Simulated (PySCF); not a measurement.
## Which setting was changed?

All runs: PySCF with density fitting, gas phase, non-relativistic, closed shells, each molecule at its own PBE0-D3(BJ)/def2-SVP geometry. Shieldings use GIAOs. Starting from PBE0/pcSseg-1, one thing was changed at a time: the functional to KT2, the functional to PBE, the functional to BHandHLYP.

Changes against PBE0/pcSseg-1 in 4 molecules:

```csv
molecule,changed to,mean 13C shielding (ppm),mean 1H shielding (ppm),HOMO energy (eV)
CCCNC(C)=O,KT2,+0.7,-0.11,+1.45
CCCNC(C)=O,PBE,-4.0,-0.11,+1.66
CCCNC(C)=O,BHandHLYP,-1.6,+0.19,-1.30
C=CC(=C)C[SiH3],KT2,+6.6,0.00,+0.99
C=CC(=C)C[SiH3],PBE,-3.3,-0.09,+0.98
C=CC(=C)C[SiH3],BHandHLYP,-1.4,+0.29,-0.80
F[C@@H]1CN[SiH2]C1,KT2,-2.4,-0.23,+1.29
F[C@@H]1CN[SiH2]C1,PBE,-7.2,-0.21,+1.39
F[C@@H]1CN[SiH2]C1,BHandHLYP,+1.2,+0.33,-1.31
C[C@@H]1S[C@@H]1CF,KT2,-2.0,-0.16,+1.18
C[C@@H]1S[C@@H]1CF,PBE,-6.6,-0.15,+1.27
C[C@@H]1S[C@@H]1CF,BHandHLYP,+0.9,+0.23,-1.12
```

For `C=CC1C[SiH2]C1` the PBE0/pcSseg-1 run gave mean 13C shielding 114.2 ppm, mean 1H shielding 27.77 ppm, HOMO energy -7.37 eV. The changed runs lost their labels:

```tsv
run	mean 13C shielding (ppm)	mean 1H shielding (ppm)	HOMO energy (eV)
A	113.6	28.08	-8.29
B	109.2	27.63	-6.27
C	115.0	27.62	-6.26
```

Question: Which run belongs to which change?

Answer: A: BHandHLYP; B: PBE; C: KT2.

```tsv
run	change of mean 13C shielding (ppm), here / mean of the others	change of mean 1H shielding (ppm), here / mean of the others	change of HOMO energy (eV), here / mean of the others	next best match
A	-0.6 / -0.2	+0.31 / +0.26	-0.92 / -1.13	KT2
B	-5.0 / -5.3	-0.14 / -0.14	+1.10 / +1.33	KT2
C	+0.8 / +0.7	-0.15 / -0.12	+1.11 / +1.23	PBE
```

Each run is given to the change whose mean effect on the other molecules lies nearest, every quantity measured in units of its scatter between molecules.

Question: Would one quantity have been enough? Give each run to the change with the nearest mean effect on that quantity alone.

Answer: mean 13C shielding: 3 of 3 runs rightly; mean 1H shielding: 2 of 3 runs rightly; HOMO energy: 2 of 3 runs rightly.

Only sets that this rule tells apart clearly are shown.
